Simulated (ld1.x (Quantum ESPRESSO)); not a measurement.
**zirconium (Zr): TM pseudisation with BP86, scalar-relativistic reference atom.**

- Element: Zr (Z = 40)
- Generator: ld1.x (Quantum ESPRESSO) 7.5
- Type: norm-conserving Troullier–Martins (Kleinman–Bylander form)
- Functional: BP86
- Relativity: scalar-relativistic
- Frozen core: [Kr]
- Valence charge: 4
- Reference configuration: 4d2 5s2 5p0
- Partial waves: 5p (bound, empty): rc 3.55 bohr; 4d (bound): rc 2.05 bohr; 5s (bound): rc 2.60 bohr
- Local potential: the s channel
- Core correction: none

Task: Does the generator finish with these settings?

Result: Yes, a potential is produced and its reference levels are reproduced.

Task: Estimate the cutoffs (Ry, on a coarse ladder) from which the occupation-weighted sum of valence levels, in a spherical-Bessel basis at the reference potential, stays within 10 and 1 mRy of its value at 400 Ry.

Result: 30 Ry and 35 Ry.

Task: Does the potential have ghost states?

Result: No extra level below or beside the all-electron valence levels (p, d, s, f tested).

Task: Which valence shell sets the plane-wave cutoff?

Result: 4d: its level needs 35 Ry to come within 1 mRy, against 12 Ry for 5s.

Task: Tests: 4d2 5s1 5p0; 4d2 5s0 5p0; 4d1 5s0 5p0; 4d2 5s1.5 5p0; 4d3 5s0 5p0; 4d2 5s0 5p2; 4d2 5s1 5p1. Which has the largest error in its energy relative to the reference configuration, and how large is it?

Result: 4d1 5s0 5p0, with +110 meV (all-electron minus pseudo) on +43.10 eV.
